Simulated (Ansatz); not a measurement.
C₂H₈AlBS, relaxed with RKS PBE0-D4/def2-TZVP in the Gaussian-basis code of Ansatz from a PBE-D4/def2-SVP geometry. The force threshold is 0.005 eV/Å; the program also tests the step.

Charge 0, multiplicity 1. The bonds changed during the relaxation, so this is another structure than the one it started from.

Start:

```xyz
13

B    -1.368    0.250   -0.598
C     0.112    0.168   -0.434
C     1.074   -0.820   -1.059
Al   -0.269   -0.146    1.630
S     1.053    1.527    0.431
H    -1.934   -0.678   -1.150
H    -2.008    1.189   -0.153
H     0.503   -1.698   -1.420
H     1.585   -0.361   -1.932
H     1.861   -1.187   -0.366
H    -1.386    0.586    2.493
H     0.718   -1.292    2.138
H     0.058    2.462    0.419
```

```tsv
step	energy (eV)	largest force (eV/Å)	largest move (Å)
1	-20303.9124	0.760	0.000
2	-20303.9610	0.390	0.035
3	-20303.9684	0.156	0.025
4 (rejected)	-20303.9666	0.132	0.080
5	-20303.9700	0.029	0.013
6	-20303.9701	0.010	0.011
7	-20303.9702	0.007	0.009
8	-20303.9702	0.002	0.002
```

End:

```xyz
13

B    -1.361    0.259   -0.616
C     0.099    0.171   -0.423
C     1.054   -0.817   -1.041
Al   -0.227   -0.139    1.623
S     1.028    1.506    0.418
H    -1.914   -0.647   -1.173
H    -1.992    1.181   -0.178
H     0.490   -1.682   -1.393
H     1.564   -0.370   -1.900
H     1.823   -1.174   -0.348
H    -1.361    0.562    2.464
H     0.752   -1.273    2.128
H     0.044    2.424    0.438
```

Hardware: 4 threads of an Arm Neoverse V1 on a shared host. Wall time 38 s, peak host memory 0.63 GiB.
